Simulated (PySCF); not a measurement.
# Worked example: chemical shift, span and skew from a shielding tensor

Si(H)2(OAc)(OH) (C2H6O3Si), SMILES CC(=O)O[SiH2]O. Atoms are numbered in the order given.

```xyz
12

Si    -1.3516    -0.0338     0.0341
O     -2.2515     1.3467     0.1857
O      0.2901     0.4755     0.0015
C      1.2498    -0.4681    -0.0461
C      2.6385     0.1113    -0.0710
O      0.9813    -1.6472    -0.0628
H     -1.6167    -0.8334     1.2450
H     -1.6293    -0.7372    -1.2427
H     -2.2445     1.9756    -0.5452
H      3.3803    -0.6946    -0.1126
H      2.7472     0.7754    -0.9422
H      2.7962     0.7287     0.8268
```

Geometry: B3LYP-D3(BJ)/def2-SVP. The values are those of a single conformer.

GIAO shieldings from PySCF with PBE0/pcSseg-1, non-relativistic, no solvent. The symmetric part of the tensor of C5 has the principal values 139.5, 151.8, 191.7 ppm. The same nucleus in TMS has σ = 186.3 ppm at this level (PySCF, at its B3LYP-D3(BJ)/def2-TZVP geometry).

Task: Work out the isotropic shielding, the ¹³C shift against TMS, the span and the skew.

Result: 
σ(iso) = (σ11 + σ22 + σ33)/3 = 161.0 ppm. δ = σ(ref) − σ(iso) = 186.3 − (161.0) = 25.3 ppm.
Span Ω = σ33 − σ11 = 52.2 ppm. Skew κ = 3(σ(iso) − σ22)/Ω = 0.53. Tumbling in solution averages the tensor to δ; in a static solid the shielding alone would spread this spin-1/2 line over Ω.
